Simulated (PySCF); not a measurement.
PySCF input for (2S)-1-bromo-2-fluoropropane (C₃H₆BrF), SMILES C[C@H](F)CBr, TDA-ωB97X/def2-SVPD. Geometry: B3LYP-D3(BJ)/def2-SVP. The values are those of a single conformer.

```python
import numpy as np
from pyscf import gto, scf, dft, tdscf

mol = gto.M(
    atom='''
    C    -2.16998939   -0.11465020   -0.23189869
    C    -1.02196603   -1.04979221    0.08503825
    F    -1.47417026   -2.04000518    0.95745973
    C     0.16144867   -0.39774052    0.78816482
    Br    1.10780839    0.85496201   -0.38472496
    H    -1.84958302    0.66680025   -0.93539969
    H    -2.99978248   -0.67840700   -0.68245993
    H    -2.53380053    0.36677046    0.68954872
    H    -0.66655470   -1.55511694   -0.82994063
    H    -0.16309688    0.16948418    1.67025169
    H     0.89009666   -1.16005730    1.08840980
    ''',
    basis='def2-SVPD',
    charge=0,
    spin=0,
    max_memory=1600,
    verbose=4,
)
mf = dft.RKS(mol, xc='wb97x').density_fit(auxbasis='def2-universal-jkfit')
mf.grids.level = 3
mf.conv_tol = 1e-9
mf.max_cycle = 100
mf.kernel()
mf.grids = dft.Grids(mol).set(level=1).build(with_non0tab=True)  # coarser grid for the response kernel
td = tdscf.TDA(mf)
td.singlet = True
td.nstates = 10
td.conv_tol = 1e-4
td.positive_eig_threshold = 1e-6
td.kernel(x0=td.get_init_guess(mf, 15))
td.analyze()
tt = tdscf.TDA(mf)
tt.singlet = False
tt.nstates = 4
tt.conv_tol = 1e-4
tt.positive_eig_threshold = 1e-6
tt.kernel(x0=tt.get_init_guess(mf, 9))
tt.analyze(verbose=3)
```

Program output:

```
PySCF version 2.14.0

[INPUT] verbose = 4
[INPUT] num. atoms = 11
[INPUT] num. electrons = 68
[INPUT] charge = 0
[INPUT] spin (= nelec alpha-beta = 2S) = 0
[INPUT] symmetry False subgroup None
[INPUT] Mole.unit = angstrom
[INPUT] Symbol           X                Y                Z      unit          X                Y                Z       unit  Magmom
[INPUT]  1 C     -2.169989390000  -0.114650200000  -0.231898690000 AA   -4.100685640312  -0.216657478127  -0.438225012745 Bohr   0.0
[INPUT]  2 C     -1.021966030000  -1.049792210000   0.085038250000 AA   -1.931235905309  -1.983819764602   0.160699002612 Bohr   0.0
[INPUT]  3 F     -1.474170260000  -2.040005180000   0.957459730000 AA   -2.785778052379  -3.855051082894   1.809336665000 Bohr   0.0
[INPUT]  4 C      0.161448670000  -0.397740520000   0.788164820000 AA    0.305093769475  -0.751620651442   1.489415650817 Bohr   0.0
[INPUT]  5 Br     1.107808390000   0.854962010000  -0.384724960000 AA    2.093454455595   1.615644045808  -0.727024807684 Bohr   0.0
[INPUT]  6 H     -1.849583020000   0.666800250000  -0.935399690000 AA   -3.495205352446   1.260069852292  -1.767649231103 Bohr   0.0
[INPUT]  7 H     -2.999782480000  -0.678407000000  -0.682459930000 AA   -5.668767320469  -1.282003430988  -1.289662358690 Bohr   0.0
[INPUT]  8 H     -2.533800530000   0.366770460000   0.689548720000 AA   -4.788189055978   0.693095719981   1.303058230344 Bohr   0.0
[INPUT]  9 H     -0.666554700000  -1.555116940000  -0.829940630000 AA   -1.259605830042  -2.938745108272  -1.568360490349 Bohr   0.0
[INPUT] 10 H     -0.163096880000   0.169484180000   1.670251690000 AA   -0.308208434971   0.320278682646   3.156318253192 Bohr   0.0
[INPUT] 11 H      0.890096660000  -1.160057300000   1.088409800000 AA    1.682038911790  -2.192190585802   2.056796433293 Bohr   0.0

nuclear repulsion = 328.593835402047
number of shells = 72
number of NR pGTOs = 266
number of NR cGTOs = 172
basis = def2-SVPD
ecp = {}


[settings echo left out]
init E= -2790.75811449366
  HOMO = -0.343865845986492  LUMO = -0.0232615967770951  gap/eV = 8.72409
cycle= 1 E= -2791.3871109373  delta_E= -0.629  |g|= 0.551  |ddm|= 3.88
  HOMO = -0.387543593071206  LUMO = 0.0300398989248301  gap/eV = 11.36303
cycle= 2 E= -2791.39242970973  delta_E= -0.00532  |g|= 0.596  |ddm|= 1.19
  HOMO = -0.387161256335961  LUMO = 0.0549959963021127  gap/eV = 12.03171
cycle= 3 E= -2791.45415893566  delta_E= -0.0617  |g|= 0.0508  |ddm|= 0.517
  HOMO = -0.390583827143408  LUMO = 0.0571081419102826  gap/eV = 12.18232
cycle= 4 E= -2791.45464801629  delta_E= -0.000489  |g|= 0.0212  |ddm|= 0.0852
  HOMO = -0.390519764065866  LUMO = 0.0564081753365322  gap/eV = 12.16153
cycle= 5 E= -2791.45476213336  delta_E= -0.000114  |g|= 0.00662  |ddm|= 0.0344
  HOMO = -0.390483958325128  LUMO = 0.0570440866659427  gap/eV = 12.17786
cycle= 6 E= -2791.45477406049  delta_E= -1.19e-05  |g|= 0.00149  |ddm|= 0.0121
  HOMO = -0.39040426143262  LUMO = 0.0570271366805231  gap/eV = 12.17523
cycle= 7 E= -2791.45477496852  delta_E= -9.08e-07  |g|= 0.000554  |ddm|= 0.00409
  HOMO = -0.390483415537702  LUMO = 0.0570051988933193  gap/eV = 12.17679
cycle= 8 E= -2791.45477509602  delta_E= -1.27e-07  |g|= 9.78e-05  |ddm|= 0.00148
  HOMO = -0.390480101550663  LUMO = 0.0570099434362468  gap/eV = 12.17682
cycle= 9 E= -2791.45477510307  delta_E= -7.05e-09  |g|= 2.88e-05  |ddm|= 0.000362
  HOMO = -0.390481627765715  LUMO = 0.057010129511645  gap/eV = 12.17687
cycle= 10 E= -2791.4547751035  delta_E= -4.23e-10  |g|= 8.1e-06  |ddm|= 8.93e-05
  HOMO = -0.390483101518643  LUMO = 0.0570087689333945  gap/eV = 12.17687
Extra cycle  E= -2791.45477510352  delta_E= -2.27e-11  |g|= 5.11e-06  |ddm|= 2.34e-05
converged SCF energy = -2791.45477510352
tot grids = 43008
Overwritten attributes  positive_eig_threshold  of <class 'pyscf.tdscf.rks.TDA'>


******** <class 'pyscf.tdscf.rks.TDA'> for <class 'pyscf.df.df_jk.DFRKS'> ********
nstates = 10 singlet
deg_eia_thresh = 1.000e-03
wfnsym = None
conv_tol = 0.0001
eigh lindep = 1e-12
eigh level_shift = 0
eigh max_cycle = 100


Excitation energies (eV)
[6.27880748 6.36243556 8.21515229 8.31170598 8.90377344 9.10803437
 9.13133663 9.17802734 9.32135256 9.38382884]

** Singlet excitation energies and oscillator strengths **
Excited State   1:      6.27881 eV    197.46 nm  f=0.0003
      33 -> 35        0.11004
      34 -> 35       -0.65852
      34 -> 39       -0.16423
      34 -> 41        0.10948
Excited State   2:      6.36244 eV    194.87 nm  f=0.0004
      33 -> 35       -0.65900
      33 -> 39       -0.15961
      34 -> 35       -0.10943
Excited State   3:      8.21515 eV    150.92 nm  f=0.0874
      34 -> 36        0.63734
      34 -> 37        0.13425
      34 -> 40       -0.19347
Excited State   4:      8.31171 eV    149.17 nm  f=0.1033
      33 -> 36       -0.63822
      33 -> 37       -0.12785
      33 -> 40        0.19166
Excited State   5:      8.90377 eV    139.25 nm  f=0.0040
      32 -> 35        0.62154
      32 -> 36        0.10340
      32 -> 37       -0.11187
      32 -> 39        0.18776
Excited State   6:      9.10803 eV    136.13 nm  f=0.1069
      31 -> 35        0.48229
      31 -> 39        0.12815
      33 -> 37       -0.36888
      33 -> 38        0.12223
      34 -> 37       -0.13527
Excited State   7:      9.13134 eV    135.78 nm  f=0.0239
      33 -> 38        0.24277
      34 -> 37        0.57260
      34 -> 38       -0.22855
      34 -> 39       -0.10227
Excited State   8:      9.17803 eV    135.09 nm  f=0.0268
      31 -> 35       -0.10761
      33 -> 37       -0.33259
      34 -> 37        0.10013
      34 -> 38        0.52759
      34 -> 39       -0.17034
      34 -> 40        0.11712
Excited State   9:      9.32135 eV    133.01 nm  f=0.0023
      33 -> 38       -0.58482
      33 -> 39        0.18548
      33 -> 40       -0.11792
      34 -> 37        0.21457
Excited State  10:      9.38383 eV    132.13 nm  f=0.0510
      30 -> 35        0.22887
      31 -> 35       -0.31887
      31 -> 39       -0.10608
      33 -> 37       -0.38637
      33 -> 39        0.13457
      34 -> 37       -0.10326
      34 -> 38       -0.25275
      34 -> 39        0.10840

** Transition electric dipole moments (AU) **
state          X           Y           Z        Dip. S.      Osc.
  1         0.0242     -0.0382     -0.0016      0.0020      0.0003
  2         0.0123      0.0032      0.0495      0.0026      0.0004
  3         0.4963     -0.4075     -0.1473      0.4341      0.0874
  4        -0.4225     -0.3490     -0.4549      0.5072      0.1033
  5         0.1026      0.0202     -0.0851      0.0182      0.0040
  6        -0.3934     -0.4083      0.3969      0.4790      0.1069
  7        -0.2359      0.0034      0.2259      0.1067      0.0239
  8         0.1072      0.3175     -0.0838      0.1193      0.0268
  9         0.0560      0.0614     -0.0574      0.0102      0.0023
 10        -0.0592     -0.2207      0.4117      0.2217      0.0510

** Transition velocity dipole moments (imaginary part, AU) **
state          X           Y           Z        Dip. S.      Osc.
  1         0.0661     -0.0742     -0.0167      0.0102      0.0293
  2         0.0468      0.0257      0.0873      0.0105      0.0298
  3         0.1248     -0.0869     -0.0372      0.0245      0.0541
  4        -0.1165     -0.0934     -0.1049      0.0333      0.0727
  5         0.0136      0.0185      0.0167      0.0008      0.0016
  6        -0.1412     -0.0988      0.0783      0.0358      0.0713
  7        -0.0697     -0.0028      0.0628      0.0088      0.0175
  8         0.0423      0.0831     -0.0166      0.0090      0.0177
  9         0.0097      0.0272     -0.0214      0.0013      0.0025
 10        -0.0266     -0.0862      0.1282      0.0246      0.0475

** Transition magnetic dipole moments (imaginary part, AU) **
state          X           Y           Z
  1        -0.1438     -0.1760     -0.1120
  2         0.1880     -0.1914     -0.1023
  3         0.5255      0.3749      1.0693
  4         0.6422     -0.8143     -0.0848
  5         0.1678      0.0090      0.0283
  6        -0.1239      0.5600      0.3200
  7         0.0756      0.0165      0.0098
  8         0.1428     -0.0947     -0.1563
  9         0.0671      0.0988     -0.0526
 10        -0.1134      0.1142      0.1451


******** <class 'pyscf.tdscf.rks.TDA'> for <class 'pyscf.df.df_jk.DFRKS'> ********
nstates = 4 triplet
deg_eia_thresh = 1.000e-03
wfnsym = None
conv_tol = 0.0001
eigh lindep = 1e-12
eigh level_shift = 0
eigh max_cycle = 100


Excitation energies (eV)
[5.56532713 5.65245225 7.65088612 8.14111806]

** Triplet excitation energies and oscillator strengths **
Excited State   1:      5.56533 eV    222.78 nm  f=0.0000
Excited State   2:      5.65245 eV    219.35 nm  f=0.0000
Excited State   3:      7.65089 eV    162.05 nm  f=0.0000
Excited State   4:      8.14112 eV    152.29 nm  f=0.0000
```

The calculation finished and met its thresholds.

Cost: roughly 5 core-minutes.
